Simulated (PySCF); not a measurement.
Bi(Br)(Me)2 (C2H6BiBr), SMILES [CH3][Bi]([Br])[CH3].

The structure is a stationary point at B3LYP-D3(BJ)/def2-SVP. The def2 effective core potentials stand for the cores of Bi; spin–orbit coupling is left out.

All values below come from PySCF with PBE0/def2-TZVP.

Symmetry labels are those of the subgroup Cs that the program uses (full group Cs).

Computed valence orbital energies around the gap with their symmetry:
```tsv
orbital	symmetry	energy (eV)
HOMO−7	A'	-11.67
HOMO−6	A"	-11.41
HOMO−5	A"	-11.29
HOMO−4	A'	-8.95
HOMO−3	A"	-8.59
HOMO−2	A'	-8.12
HOMO−1	A"	-7.53
HOMO	A'	-7.10
LUMO	A'	-1.71
LUMO+1	A"	-0.44
LUMO+2	A'	0.13
LUMO+3	A'	1.22
```
